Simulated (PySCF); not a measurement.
UHF on Gd³⁺ (gadolinium, charge +3)

Configuration: [Xe] 4f7, high-spin 8S determinant. Computed with PySCF 2.14 in cc-pVDZ-X2C, with scalar relativity by spin-free X2C-1e.

```json
{
  "Total energy": "-11265.425743 hartree",
  "One-electron energy": "-15347.5462 hartree",
  "Hartree (Coulomb) energy": "4330.3478 hartree",
  "Exchange energy": "-248.2274 hartree",
  "⟨S²⟩": "15.7568",
  "⟨L²⟩": "0.000",
  "Sum of ⟨r⟩": "33.55 bohr",
  "Sum of ⟨r²⟩": "35.09 bohr²",
  "Langevin diamagnetic susceptibility": "-27.8 ×10⁻⁶ cm³/mol"
}
```

```tsv
shell	electrons	mean orbital energy (hartree)	rms radius, mean of both spins (bohr)
1s α	1	-1856.42674	0.0249
1s β	1	-1856.42462	0.0249
2s α	1	-311.69823	0.101
2s β	1	-311.68973	0.101
2p α	3	-277.69878	0.0907
2p β	3	-277.69122	0.0907
3s α	1	-71.74778	0.260
3s β	1	-71.57555	0.260
3p α	3	-60.96409	0.261
3p β	3	-60.77001	0.261
3d α	5	-46.47652	0.239
3d β	5	-46.26623	0.239
4s α	1	-16.24182	0.588
4s β	1	-15.79055	0.588
4p α	3	-12.60139	0.624
4p β	3	-12.10212	0.624
4d α	5	-7.43737	0.688
4d β	5	-6.78901	0.688
5s α	1	-3.21972	1.43
5s β	1	-3.05984	1.43
5p α	3	-2.19456	1.64
5p β	3	-2.07187	1.64
4f α	7	-1.75784	0.917
```

Spin-orbit coupling, which splits the p, d and f shells strongly at this Z, is absent.

Densities and radii are taken from the X2C orbitals without a picture-change correction, which distorts them close to the nucleus.

Spin-orbit constants ζ (cm⁻¹) from the X2C one-electron operator on these orbitals: bare nucleus, nucleus screened by l(l+1)(2l+1)/3 electrons, and screened by the Breit-Pauli mean field of the electrons.

```csv
shell,bare,screened nucleus,mean field
2p,3608000,3495000,n/a
3p,747500,724200,n/a
3d,116800,98510,n/a
4p,162800,157700,n/a
4d,21430,18080,n/a
4f,3127,1759,n/a
5p,22910,22190,n/a
```
